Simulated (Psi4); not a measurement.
A dimer, HBr ··· CH4 (SMILES Br and C); the first 2 atoms form monomer A.

```
7

Br     0.7124     0.0000     0.0000
H     -0.7124     0.0000     0.0000
C     -3.8903    -0.0092     0.0522
H     -4.9794    -0.0124     0.0673
H     -3.5174    -0.8908     0.5717
H     -3.5415    -0.0211    -0.9795
H     -3.5230     0.8876     0.5493
```

### Question
What interaction energy does SAPT0/jun-cc-pVDZ, frozen core (Psi4) give, and which attractive term is the largest?

### Answer
Total -1.83 kJ/mol: electrostatics -0.92, exchange 1.00, induction -0.39, dispersion -1.52. The most attractive term is dispersion.
